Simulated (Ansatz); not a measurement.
A set of 12 reactions (ligand exchange), with CCSD(T)/CBS values in kJ/mol:

```
                                                                     reaction      ΔE
                                  `CCO[SiH2]N` + `NCN` → `NCN[SiH2]N` + `CCO`    48.3
                                        `B[SiH2]CN` + PH₃ → `NC[SiH2]P` + BH₃   -41.7
   `[SiH3][AlH][Br]` + `N=C1C[SiH2]1` → `[SiH3]/N=C1\C[SiH2]1` + `[AlH2][Br]`   -25.3
                    `CC#CBO` + `[SiH3]N[SiH3]` → `OBN([SiH3])[SiH3]` + `C#CC`   -63.1
                                 `[OH][GeH2][F]` + HI → `[OH][GeH2][I]` + H–F   -20.6
                     `C=[C](Br)[AlH][CH3]` + HCl → `[CH3][AlH][Cl]` + `C=CBr`  -151.8
  `[GeH3][O][GeH3]` + `NC1=C[SiH2]1` → `[GeH3][NH]C1=C[SiH2]1` + `[OH][GeH3]`    19.3
                    `C[N]([GeH3])[InH2]` + HCl → `[Cl][GeH3]` + `C[NH][InH2]`   -54.4
                              `[CH3][GaH][F]` + `SS` → `[CH3][GaH][S]S` + H–F    -2.5
                         `[CH3][SbH][SiH3]` + H₂S → `[SiH3]S` + `[CH3][SbH2]`   -18.0
`[CH3][SbH][SiH3]` + `[CH3][AlH][OH]` → `[CH3][AlH][O][SiH3]` + `[CH3][SbH2]`   -71.4
                             `Cl[CH2][SnH3]` + `CCN` → `CC[NH][SnH3]` + `CCl`   -17.1
```

Program: Ansatz. Geometries: PBE0-D4/def2-TZVP. ΔE: electronic, gas phase. CCSD(T)/CBS adds triple-zeta CCSD(T) − MP2 to the extrapolated MP2 energy (def2 sets, frozen cores). This one scheme is used for every species. Functionals use def2-TZVPP. B3LYP here is the variant with VWN-RPA as its local correlation; programs differ in this. Elements past krypton have def2 core potentials. For Br, Ga, Ge, I, In, Sb, Sn outer-core shells are correlated without core-valence functions, which leaves a few kJ/mol of doubt a bond. Scalar relativity is left out up to krypton. One conformer a species, not always the lowest.

(1) Give the mean, mean absolute and largest difference (level minus CCSD(T)/CBS, kJ/mol) for: PBE-D4, B3LYP-D4, ωB97X-V, ωB97M-V, B2PLYP, PBE, PBE0, HF/def2-TZVPP, MP2/def2-TZVPP, CCSD/def2-TZVPP, CCSD(T)/def2-TZVPP, SCS-MP2/def2-QZVPP, HF/CBS(def2), MP2/CBS(def2). (Best estimate.)

The largest T1 diagnostic in the set is 0.016, for `C[NH][InH2]` (customary mark 0.02).

CCSD(T)/CBS is a level of theory with its own doubt, and the functionals carry their triple-zeta basis error, so these figures describe this set and don't rank the functionals.

Answers

(1) Ansatz gave: 
```csv
level,mean,mean absolute,largest
PBE-D4,3.8,6.6,18.9
B3LYP-D4,0.4,4.2,-12.0
ωB97X-V,1.3,5.7,16.8
ωB97M-V,-0.1,5.0,-12.2
B2PLYP,0.8,6.8,15.9
PBE,4.8,8.8,18.3
PBE0,2.2,7.2,-19.2
HF/def2-TZVPP,-2.6,16.1,-34.8
MP2/def2-TZVPP,-1.7,2.5,-10.7
CCSD/def2-TZVPP,1.1,4.4,11.8
CCSD(T)/def2-TZVPP,1.3,2.9,9.9
SCS-MP2/def2-QZVPP,-1.3,4.8,-11.6
HF/CBS(def2),-2.5,17.2,-37.3
MP2/CBS(def2),-2.9,3.8,-11.9
```
